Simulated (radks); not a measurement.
Task: Sm3+, 59 electrons, occupied as [Xe] 4f5. All-electron calculation, scalar-relativistic Kohn-Sham, r2SCAN, spin-unpolarised, spherical densities, finite nucleus; meta-GGA in the generalised Kohn-Sham scheme; Fermi nuclear charge, rms radius 5.0819 fm. Program: a radial shooting solver on a logarithmic mesh with Libxc functionals. Some entries of the table are withheld. Estimate them.

| orbital | occ. | eigenvalue (hartree) | <r^2> (bohr^2) |
|---|---|---|---|
| 1s | 2 | -1718.995 | 0.0007051 |
| 2s | 2 | (1) | 0.01111 |
| 2p | 6 | -252.1259 | (2) |
| 3s | 2 | -63.13933 | 0.07403 |
| 3p | 6 | -53.54946 | 0.07421 |
| 3d | 10 | -40.56855 | 0.06276 |
| 4s | 2 | -13.60974 | 0.3776 |
| 4p | 6 | -10.43595 | (3) |
| 4d | 10 | -5.96459 | (4) |
| 5s | 2 | -2.65730 | 2.144 |
| 5p | 6 | -1.86447 | 2.813 |
| 4f | 5 | -1.17462 | 1.051 |
| 5d | 0 | -0.87393 | 5.378 |
| 6s | 0 | -0.74830 | 11.79 |

Result: 
(1) 2s eigenvalue (hartree): -282.6384
(2) 2p <r^2> (bohr^2): 0.008922
(3) 4p <r^2> (bohr^2): 0.4257
(4) 4d <r^2> (bohr^2): 0.5173
